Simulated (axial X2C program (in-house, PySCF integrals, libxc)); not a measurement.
## Worked dissociation energy of TlCl: PBE0, with spin–orbit coupling

Computed with an axial X2C code built on PySCF integrals. Two-component (2c) means X2C with spin–orbit coupling and atomic mean-field two-electron Coulomb and Gaunt terms. Basis: Tl dyall-cv4z [14s16p11d7f3g], Cl dyall-av4z [10s9p4d3f2g] (cores contracted in-house); Gaussian nuclei, density fitting, unrestricted open shells. Masses: Tl 204.974 u, Cl 34.969 u.

Molecular state: Ω = 0 (closed shell).

* E(Tl) (2M_J = 1): -20254.250314 hartree
* E(Cl) (2M_J = 1): -461.359968 hartree
* E(TlCl) at Re: -20715.751199 hartree
* ωe: 278.4 cm⁻¹
* ωexe: 0.858 cm⁻¹

(1) Work out De and D0.

The state is a single determinant with fixed occupations, the lowest that a limited PBE0 search found. Closed shells are restricted here (equal orbitals for both partners); the stretched side of such a curve lies too high. De is counted from the lowest determinant-based energies of the atoms at the same level, without counterpoise correction. The 2c atoms are single determinants rather than J levels; their spin–orbit lowering is only partly caught, and De is too large by that part. This holds for PBE0. Without a current term, density functionals place determinants with orbital angular momentum somewhat too high.

Each atomic determinant is the lowest at this level and need not be a pure J level. Totals compare only within one Hamiltonian and basis.

## Answers

(1) De = -20254.250314 + (-461.359968) − (-20715.751199) = 0.14092 hartree = 3.835 eV. The zero-point energy is ωe/2 − ωexe/4 = 139 cm⁻¹ = 0.017 eV, so D0 = 3.817 eV.
